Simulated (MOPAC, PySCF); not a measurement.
CH2BF3, SMILES `BC(F)(F)F`, neutral singlet in the gas phase. 

Z-matrix (Å, degrees):
```
C
F 1 1.3495
F 1 1.3498 2 106.60
F 1 1.3664 2 107.11 3 114.46
B 1 1.5961 2 114.99 3 -128.39
H 5 1.1834 1 118.46 2 -27.89
H 5 1.1835 6 123.31 1 176.82
```
Charge 0, spin multiplicity 1.

All levels are single points at this geometry (B3LYP-D3(BJ)/def2-TZVP); Pople sets use spherical d functions. Orbital energies aren't observables, and empty levels follow the basis.

PM6 in MOPAC gives dipole (D) = 2.46.

Question: Estimate the dipole (D) from each of these levels: B3LYP-D3(BJ)/def2-TZVP in PySCF; B3LYP/6-311+G** in PySCF; B3LYP/6-31G* in PySCF; BP86/6-31G* in PySCF; M06-2X/6-31G* in PySCF; SVWN5/6-31G* in PySCF; HF/3-21G in PySCF; PM3 in MOPAC.

Answer: 
| level | dipole (D) |
|---|---|
| B3LYP-D3(BJ)/def2-TZVP in PySCF | 1.92 |
| B3LYP/6-311+G** in PySCF | 2.14 |
| B3LYP/6-31G* in PySCF | 1.63 |
| BP86/6-31G* in PySCF | 1.37 |
| M06-2X/6-31G* in PySCF | 1.86 |
| SVWN5/6-31G* in PySCF | 1.39 |
| HF/3-21G in PySCF | 2.49 |
| PM3 in MOPAC | 1.81 |
